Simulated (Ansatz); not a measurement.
# Abstraction of H: InH(SH)2 + CSF3 → In(SH)2 + CHF3S

Species: InH(SH)2, singlet; CSF3 `FC(F)(F)[S]`, doublet; In(SH)2, doublet; CHF3S (trifluoromethanethiol) `FC(F)(F)S`, singlet. A radical takes H: the energy is the difference in strength between the In–H bond broken and the S–H bond made.

Shapes, held fixed at every level: PBE0-D4/def2-TZVP. Flexible molecules stand in one conformer, not always the lowest. Programs: Ansatz 0.2.0. The zero-point and thermal change to 298 K, harmonic and unscaled (PBE0-D4/def2-TZVP), is +5.8 kJ/mol.

| level | kind | ΔH(298 K) (kJ/mol) | less CCSD(T)/def2-TZVPP |
| --- | --- | --- | --- |
| MP2/def2-SVP | perturbation theory | -84.6 | -3.1 |
| HF/def2-SVP | Hartree–Fock | -57.5 | +24.0 |
| HF/def2-TZVPP | Hartree–Fock | -56.3 | +25.2 |
| PBE-D4/def2-TZVPP | GGA | -99.3 | -17.8 |
| r2SCAN0-D4/def2-TZVPP | global hybrid | -85.6 | -4.1 |
| B2PLYP/def2-TZVPP | double hybrid | -88.6 | -7.1 |
| CCSD/def2-TZVPP | coupled cluster or CI | -77.6 | +3.9 |
| CCSD(T)/def2-TZVPP | coupled cluster or CI | -81.5 | 0.0 |

The highest level, CCSD(T)/def2-TZVPP, gives ΔH(298 K) = -81.5 kJ/mol; the levels span -99.3 to -56.3. The column of differences is taken from that level and isn't an error. No measured value is set beside it here. Open shells run unrestricted. For atoms past krypton def2 sets carry core potentials with scalar relativity. Outer-core shells of In are correlated, in sets that cover them unevenly.
